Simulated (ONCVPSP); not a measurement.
# Before and after: ONCV potential for La (Z = 57)

- Element: lanthanum (La)
- Generator: ONCVPSP 4.0.1
- Type: optimised norm-conserving Vanderbilt (ONCV)
- Functional: PBE
- Relativity: fully relativistic
- Frozen core: [Kr] 4d10
- Valence charge: 11
- Reference configuration: 5s2 5p6 5d1 6s2
- Partial waves: 5s+6s: rc 2.45 bohr, ncon 4, nbas 8, qcut 5.2 1/bohr, 2 projectors; 5p: rc 2.25 bohr, ncon 4, nbas 9, qcut 6.6 1/bohr, 2 projectors, debl 1.7 Ha; 5d: rc 2.40 bohr, ncon 5, nbas 9, qcut 4 1/bohr, 2 projectors, debl 1.1 Ha; f scattering state at 0.17 Ha: rc 2.10 bohr, ncon 4, nbas 8, qcut 6.2 1/bohr, 2 projectors, debl 3.1 Ha
- Local potential: polynomial inside 1.60 bohr (lpopt 5, dvloc0 2 Ha)
- Core correction: polynomial model core, fcfact 0.7

Open shells are filled in proportion to 2j + 1.

In the f channel the program set the typed energies aside and used -0.155, 2.945 Ha (j = l + 1/2; the other j can differ).

Change: scalar-relativistic. In the f channel the program set the typed energies aside and used -0.160, 2.940 Ha.

Cutoffs: the cutoffs (Ha) at which the residual kinetic energy of the hardest occupied pseudo-wave falls to 1 and 0.1 mHa per electron; they do not see the model core or the augmentation charge, which bear on the density cutoff. Errors are all-electron minus pseudo energies relative to the spin-unpolarised reference configuration.

Task: Predict the effect on cutoff, ghosts and configuration errors.

Result: The potential gets neither clearly harder nor softer (13 Ha and 16 Ha → 13 Ha and 16 Ha); of the 4 tests that both files solve, the error grows in 3 and shrinks in 1 by more than 15 % and 0.3 meV (median size 3.0 → 4.0 meV); neither file shows a bound ghost.

```tsv
quantity	base	changed
cutoff, loose	13 Ha	13 Ha
cutoff, tight	16 Ha	16 Ha
loose cutoff by channel	s 9.0 Ha, p 13 Ha, d 5.8 Ha	s 9.0 Ha, p 13 Ha, d 5.7 Ha
bound ghosts	none	none
GHOST(+) flags under 300 eV	s at 77.6 eV	s at 77.7 eV
error for 5s2 5p6 5d1 6s1, meV [ΔE 5.97 eV]	-0.6	-1.6
error for 5s2 5p6 5d1 6s0, meV [ΔE 16.85 eV]	-4.2	-6.8
error for 5s2 5p6 5d0 6s0, meV [ΔE 35.79 → 35.80 eV]	+1.9	-1.1
error for 5s2 5p6 5d2 6s1, meV [ΔE 0.80 eV]	-4.2	-6.3
s: phases at 2.49 bohr within 0.05 rad from the reference energy up to (Ha; the scan ends near 5)	2.7	2.7
rms error of d²Exc/dni dnj with the model core, mHa	2.33	0.94
```

Base: The cutoffs count occupied waves only; projector 2 of the f channel, the hardest unoccupied one, needs 78 Ha at the loose tolerance. Changed file: The cutoffs count occupied waves only; projector 2 of the f channel, the hardest unoccupied one, needs 78 Ha at the loose tolerance.
